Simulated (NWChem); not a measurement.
Species: C5H5N; SMILES N#CCC=C=C

```xyz
11

C      0.5070    -2.7714     0.2261
C      0.0615    -1.6095    -0.1734
C     -0.3875    -0.4453    -0.5713
C     -0.7503     0.6793     0.3698
C      0.0118     1.8991     0.1095
N      0.6134     2.8628    -0.1102
H     -0.1776    -3.5951     0.4548
H      1.5805    -2.9572     0.3396
H     -0.5147    -0.2579    -1.6445
H     -1.8219     0.9268     0.2740
H     -0.5838     0.3760     1.4147
```
Atoms are numbered in this order, from 1.

Computed with NWChem. Pople sets run with spherical d functions. Geometry: optimised at PBE0/def2-SVP. Vzz is the largest principal value of the second derivative of the potential at the nucleus (NWChem prints the opposite sign); η is the asymmetry. Non-relativistic.

For level PBE0/cc-pVTZ:

```
Item            Value
-------------  ------
Vzz N6 (a.u.)  -0.943
```

Problem. Estimate the same quantities for level PBE/6-31G*.

Solution. 
| Quantity | Result |
|---|---|
| Vzz N6 (a.u.) | -0.678 |
